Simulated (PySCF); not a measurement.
C3H10O3Si2, SMILES O([SiH2]CC(OC)=O)[SiH3], GFN2-xTB optimised geometry.

```
18

C      2.49    -0.80    -1.38
O      1.08    -0.84    -1.26
C      0.59    -0.83     0.00
O      1.30    -0.77     0.98
C     -0.89    -0.83     0.00
Si    -1.48     1.00     0.00
O     -0.83     1.76    -1.26
Si     0.15     2.03    -2.54
H      2.71    -0.59    -2.42
H      2.92    -1.76    -1.09
H      2.91    -0.02    -0.73
H     -1.25    -1.33     0.89
H     -1.26    -1.33    -0.89
H     -1.02     1.69     1.20
H     -2.92     1.02    -0.21
H      0.06     0.88    -3.44
H     -0.41     3.25    -3.13
H      1.50     2.24    -2.03
```

Density from B3LYP/def2-SVP run with PySCF at that geometry.

Minimum of the electron density along straight lines between bonded atoms, close to the bond critical point (lines longer than 1.1 times the sum of covalent radii, or with two minima, are not listed):

```
bond     length / Å  ρ at the minimum / e bohr⁻³  ∇²ρ there / e bohr⁻⁵  position (fraction from the first atom)
-------  ----------  ---------------------------  --------------------  ---------------------------------------
C1–O2         1.419                        0.246                 -0.30                                     0.34
O2–C3         1.348                        0.299                 -0.42                                     0.66
C3–O4         1.205                        0.419                  0.30                                     0.33
C3–C5         1.483                        0.268                 -0.65                                     0.52
C5–Si6        1.917                        0.108                  0.30                                     0.62
Si6–O7        1.611                        0.129                  1.14                                     0.42
O7–Si8        1.629                        0.123                  1.04                                     0.59
C1–H9         1.087                        0.286                 -1.12                                     0.64
C1–H10        1.093                        0.282                 -1.09                                     0.64
C1–H11        1.092                        0.284                 -1.11                                     0.65
C5–H12        1.086                        0.275                 -1.00                                     0.63
C5–H13        1.087                        0.275                 -1.00                                     0.63
Si6–H14       1.458                        0.121                  0.34                                     0.49
Si6–H15       1.461                        0.120                  0.34                                     0.49
Si8–H16       1.460                        0.120                  0.34                                     0.49
Si8–H17       1.461                        0.120                  0.34                                     0.49
Si8–H18       1.461                        0.119                  0.34                                     0.49
```
